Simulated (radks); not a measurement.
Results of a calculation; reference values are marked as such.
All-electron atom: B+ in [He] 2s2. Code: a radial shooting solver on a logarithmic mesh with Libxc functionals. Model: scalar-relativistic Kohn-Sham, LDA (Slater exchange, VWN5 correlation), spin-polarised, spherical densities, point nucleus.

Local quantities along the radius. ELF = 1/(1 + alpha^2) is the electron localisation function; alpha = (tau - tau_W)/tau_unif compares the Pauli kinetic energy density with that of the uniform gas (summed over spins). tau is taken from the large components.

```
   r/bohr * ELF (the largest magnitude, 1, reaches the edge; | marks zero)
  0.02067 |                                                      *
  0.02545 |                                                      *
  0.03133 |                                                      *
  0.03858 |                                                      *
  0.04712 |                                                      *
  0.05801 |                                                      *
  0.07142 |                                                      *
  0.08794 |                                                      *
   0.1074 |                                                      *
   0.1322 |                                                      *
   0.1628 |                                                      *
   0.2005 |                                                      *
   0.2468 |                                                      *
   0.3015 |                                                      *
   0.3712 |                                                     *
    0.457 |                                               *
   0.5626 |             *
   0.6872 | *
   0.8461 | *
    1.042 |                    *
    1.283 |                                                    *
    1.579 |                                                      *
    1.929 |                                                      *
    2.375 |                                                      *
    2.924 |                                                      *
      3.6 |                                                      *
    4.397 |                                                      *
    5.413 |                                                      *
    6.665 |                                                      *
```

On this mesh the ELF has minima near r = 0.76 bohr, which separate the shells.
